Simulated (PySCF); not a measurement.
**KSr: everyday levels beside a composite calculation**

PySCF; the state is a doublet (σ ↑). The composite is CCSD(T) extrapolated to the basis-set limit from two correlation-consistent sets, with core-valence (CV) and scalar-relativistic (SR) terms as its label shows; it has no spin–orbit coupling and nothing beyond (T). Here it is CCSD(T)/CBS(DT). It gives Re = 4.445 Å, ωe = 54.4 cm⁻¹ and De = 0.15 eV to K + Sr.

| level | basis | relativity | Re (Å) | ωe (cm⁻¹) | De (eV) |
| --- | --- | --- | --- | --- | --- |
| ROHF-MP2 | def2-SVPD | scalar-relativistic core potentials | 4.869 | 32.6 | 0.11 |
| ROHF-CCSD | def2-SVP | scalar-relativistic core potentials | 4.785 | 35.6 | 0.11 |
| ROHF-CCSD | def2-SVPD | scalar-relativistic core potentials | 4.745 | 37.2 | 0.12 |
| ROHF-CCSD(T) | def2-SVP | scalar-relativistic core potentials | 4.706 | 39.2 | 0.13 |
| ROHF-CCSD(T) | def2-SVPD | scalar-relativistic core potentials | 4.668 | 41.0 | 0.14 |
| PBE | def2-SVP | scalar-relativistic core potentials | 4.459 | 59.6 | 0.22 |
| PBE | def2-SVPD | scalar-relativistic core potentials | 4.456 | 59.8 | 0.22 |
| r²SCANh | def2-SVP | scalar-relativistic core potentials | 4.520 | 59.1 | 0.24 |
| PBE0 | def2-SVPD | scalar-relativistic core potentials | 4.495 | 58.1 | 0.20 |
| M06 | def2-SVPD | scalar-relativistic core potentials | 4.401 | 57.5 | 0.16 |

Q: Give the difference of each row from the composite.

A: 

```tsv
level	basis	ΔRe (pm)	Δωe (%)	ΔDe (eV)
ROHF-MP2	def2-SVPD	+42.4	-40.1	-0.04
ROHF-CCSD	def2-SVP	+34.0	-34.6	-0.04
ROHF-CCSD	def2-SVPD	+30.0	-31.6	-0.03
ROHF-CCSD(T)	def2-SVP	+26.1	-27.9	-0.02
ROHF-CCSD(T)	def2-SVPD	+22.3	-24.6	-0.01
PBE	def2-SVP	+1.4	+9.6	+0.07
PBE	def2-SVPD	+1.1	+9.9	+0.07
r²SCANh	def2-SVP	+7.5	+8.6	+0.09
PBE0	def2-SVPD	+5.0	+6.8	+0.05
M06	def2-SVPD	-4.4	+5.7	+0.01
```

Q: Which rows come closest in De?

A: ROHF-CCSD(T) in def2-SVP (-0.02 eV); ROHF-CCSD(T) in def2-SVPD (-0.01 eV); M06 in def2-SVPD (+0.01 eV), counted from the composite.

Correlated steps freeze the inner cores (5 to 19 orbitals); shallow outer-core shells are correlated. The bond is weak. Basis-set superposition, not corrected here, can be much of De in a small basis, most of all at correlated wavefunction levels. Functionals without a dispersion term scatter widely for such bonds, and LDA overbinds them. Spin–orbit coupling is left out. The state is the lowest determinant that a PBE0 search found; another state may lie lower at other levels.
